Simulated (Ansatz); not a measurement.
Reaction (hydrogen abstraction from the Sn–H bond): `C#[C][SnH3]` + F• → `C#[C][SnH2]`• + H–F

Computed with Ansatz on PBE0-D4/def2-TZVP structures; ΔE is electronic, products minus reactants. CCSD(T)/CBS is the MP2 limit (def2-TZVPP, def2-QZVPP) plus CCSD(T) − MP2 in def2-TZVPP, frozen cores. This one scheme is used for every species, atoms too. DFT in def2-TZVPP. Open shells (•) are unrestricted, without spin–orbit coupling. Spin–orbit coupling would lower the free atoms: a little for F. Elements past krypton have def2 core potentials. Bonds to Sn are less sure, by a few kJ/mol each and by 10 to 20 or more in all where they break to atoms, as the def2 sets lack core-valence functions.

```json
{"species": "`C#[C][SnH3]`", "BHLYP-D4 energy (Eh)": "-292.73354"}
{"species": "F•", "BHLYP-D4 energy (Eh)": "-99.74467"}
{"species": "`C#[C][SnH2]`•", "BHLYP-D4 energy (Eh)": "-292.10993"}
{"species": "H–F", "BHLYP-D4 energy (Eh)": "-100.45188"}
```

Work out ΔE.

ΔE = (-292.10993) + (-100.45188) − (-292.73354) − (-99.74467) = -0.08360 Eh = -2.27 eV. CCSD(T)/CBS gives -2.64 eV.

What do rigid-rotor, harmonic-oscillator terms from PBE0-D4/def2-TZVP frequencies (298.15 K, 1 bar) make of the CCSD(T)/CBS value? (Estimate.)

Ansatz gave: ΔZPE = +0.03 eV, ΔH = -2.59 eV, ΔS = 24 J/(mol·K), ΔG = -2.66 eV. Open shells count their whole term as degenerate.

Largest T1 diagnostic among the species: 0.019.

From BLYP to BHLYP (50 % exact exchange), in def2-TZVPP and without D4, ΔE moves by +0.52 eV. Leaving LDA and LC-ωPBE aside and taking each functional with its dispersion term where it has one, the values, not all of them listed here, spread over 0.59 eV, from PBE-D4 to BHLYP-D4. LDA lies −0.45 eV from PBE without D4. At CCSD(T), def2-SVP lies +0.37 eV from the extrapolated value and def2-TZVPP +0.13 eV.
